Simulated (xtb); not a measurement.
FIn, charge +1, doublet, at a GFN2-xTB geometry (such geometries of metal compounds can be far from the true shape) (a state made from the parent by changing its charge; the spin is typed, not shown lowest); GFN1-xTB (xtb).

The xtb input:
```
$ xtb mol.xyz --gfn 1 --chrg 1 --uhf 1 --grad --json

# file mol.xyz
2

In    -0.00000000    -0.00000000    -0.35495561
F      0.00000000     0.00000000     1.93253608
```

Output, abridged:

```
   ID    Z sym.   atoms
    1   49 In     1
    2    9 F      2

           -------------------------------------------------
          |                Calculation Setup                |
           -------------------------------------------------

           -------------------------------------------------
          |                 G F N 1 - x T B                 |
           -------------------------------------------------

          ...................................................
          :                      SETUP                      :
          :.................................................:
          :  # basis functions                  14          :
          :  # atomic orbitals                  13          :
          :  # shells                            5          :
          :  # electrons                         9          :
          :  # halogen bonds                     0          :
          :  max. iterations                   250          :
          :  Hamiltonian                  GFN1-xTB          :
          :  restarted?                      false          :
          :  GBSA solvation                  false          :
          :  PC potential                    false          :
          :  electronic temp.          300.0000000     K    :
          :  accuracy                    1.0000000          :
          :  -> integral cutoff          0.2500000E+02      :
          :  -> integral neglect         0.1000000E-07      :
          :  -> SCF convergence          0.1000000E-05 Eh   :
          :  -> wf. convergence          0.2000000E-04 e    :
          :  Broyden damping             0.4000000          :
          :  net charge                          1          :
          :  unpaired electrons                  1          :
          ...................................................

 iter      E             dE          RMSdq      gap      omega  full diag
   1     -6.1561545 -0.615615E+01  0.548E+00   10.21       0.0  T
   2     -6.1580174 -0.186296E-02  0.309E+00   10.81       1.0  T
   3     -6.1575435  0.473903E-03  0.768E-01   10.43       1.0  T
   4     -6.1582276 -0.684048E-03  0.237E-03   10.69      29.9  T
   5     -6.1582276 -0.157384E-07  0.216E-03   10.69      32.8  T
   6     -6.1582276 -0.220956E-08  0.336E-04   10.69     210.7  T
   7     -6.1582276 -0.264952E-09  0.124E-06   10.69   56889.1  T
   8     -6.1582276  0.355271E-14  0.121E-06   10.69   58570.0  T

   *** convergence criteria satisfied after 8 iterations ***

         :::::::::::::::::::::::::::::::::::::::::::::::::::::
         ::                     SUMMARY                     ::
         :::::::::::::::::::::::::::::::::::::::::::::::::::::
         :: total energy              -6.158289247335 Eh    ::
         :: gradient norm              0.022656373756 Eh/a0 ::
         :: HOMO-LUMO gap             10.689317680405 eV    ::
         ::.................................................::
         :: SCC energy                -6.158227586633 Eh    ::
         :: -> electrostatic           0.107608564212 Eh    ::
         :: repulsion energy           0.000115257122 Eh    ::
         :: dispersion energy         -0.000176917824 Eh    ::
         :: halogen bond corr.         0.000000000000 Eh    ::
         :: add. restraining           0.000000000000 Eh    ::
         :: total charge               1.000000000212 e     ::
         :::::::::::::::::::::::::::::::::::::::::::::::::::::

           -------------------------------------------------
          |                Property Printout                |
           -------------------------------------------------

    * Orbital Energies and Occupations

         #    Occupation            Energy/Eh            Energy/eV
      -------------------------------------------------------------
         1        2.0000           -1.0829740             -29.4692
         2        2.0000           -0.8750669             -23.8118
         3        1.9999           -0.7910301             -21.5250
         4        1.9999           -0.7910301             -21.5250
         5        1.0001           -0.7734492             -21.0466 (HOMO)
         6                         -0.3806240             -10.3573 (LUMO)
         7                         -0.3806240             -10.3573
         8                         -0.3805286             -10.3547
         9                         -0.3805286             -10.3547
        10                         -0.3695268             -10.0553
        11                         -0.3689044             -10.0384
        12                         -0.3689044             -10.0384
        13                         -0.2426508              -6.6029
      -------------------------------------------------------------
                  HL-Gap            0.3928252 Eh           10.6893 eV
             Fermi-level           -0.6794734 Eh          -18.4894 eV

  Mulliken/CM5 charges         n(s)   n(p)   n(d)
     1In    1.01984  1.03367   1.831  0.129  0.019
     2F    -0.01984 -0.03367   1.924  5.095  0.000

Wiberg/Mayer (AO) data.
largest (>0.10) Wiberg bond orders for each atom

 ---------------------------------------------------------------------------
     #   Z sym  total        # sym  WBO       # sym  WBO       # sym  WBO
 ---------------------------------------------------------------------------
     1  49 In   0.552 --     2 F    0.552
     2   9 F    0.552 --     1 In   0.552
 ---------------------------------------------------------------------------

Topologies differ in total number of bonds
Writing topology from bond orders to xtbtopo.mol

 dipole moment from electron density (au)
     X       Y       Z
   0.0000  -0.0000  -0.9874  total (Debye):    2.510

           -------------------------------------------------
          | TOTAL ENERGY               -6.158289247335 Eh   |
          | GRADIENT NORM               0.022656373756 Eh/α |
          | HOMO-LUMO GAP              10.689317680405 eV   |
           -------------------------------------------------

normal termination of xtb
```
